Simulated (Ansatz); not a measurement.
`C[SiH](N)[AlH2]` and `C[SiH](N)[GeH2][NH2]` differ in one atom or group.

Ansatz, PBE0-D4/def2-TZVP geometries, multiplicity 1. Each molecule was computed in one conformer, which needn't be the lowest.

Scalar relativity is left out up to krypton.

| property | `C[SiH](N)[AlH2]` |
| --- | --- |
| HOMO–LUMO gap (B3LYP/def2-TZVPP) / eV | 4.63 |
| LUMO energy (PBE/def2-TZVPP) / eV | -2.59 |
| LUMO energy (PBE0/def2-TZVPP) / eV | -1.83 |
| size of the dipole moment (ωB97M-V/def2-TZVPP) / D | 1.60 |
| HOMO–LUMO gap (PBE0/def2-TZVPP) / eV | 5.01 |
| HOMO energy (B3LYP/def2-TZVPP) / eV | -6.65 |

Question: Give the same properties after the change, and the shifts. (Best estimate.)

Answer: The calculation gave: 
```
                                          property  `C[SiH](N)[GeH2][NH2]`  shift
             HOMO–LUMO gap (B3LYP/def2-TZVPP) / eV                    6.59   1.96
                 LUMO energy (PBE/def2-TZVPP) / eV                   -0.83   1.76
                LUMO energy (PBE0/def2-TZVPP) / eV                   -0.01   1.82
size of the dipole moment (ωB97M-V/def2-TZVPP) / D                    0.95  -0.65
              HOMO–LUMO gap (PBE0/def2-TZVPP) / eV                    7.05   2.04
               HOMO energy (B3LYP/def2-TZVPP) / eV                   -6.85  -0.20
```

With PBE0 the HOMO falls by 0.22 eV and the LUMO rises by 1.82 eV, so the gap widens by about 2.04 eV. PBE moves the HOMO by -0.08 eV and ωB97M-V by -0.37 eV. Dipoles are sizes alone; their direction can turn.

B3LYP here is the variant with VWN-RPA as its local correlation; programs differ in this.
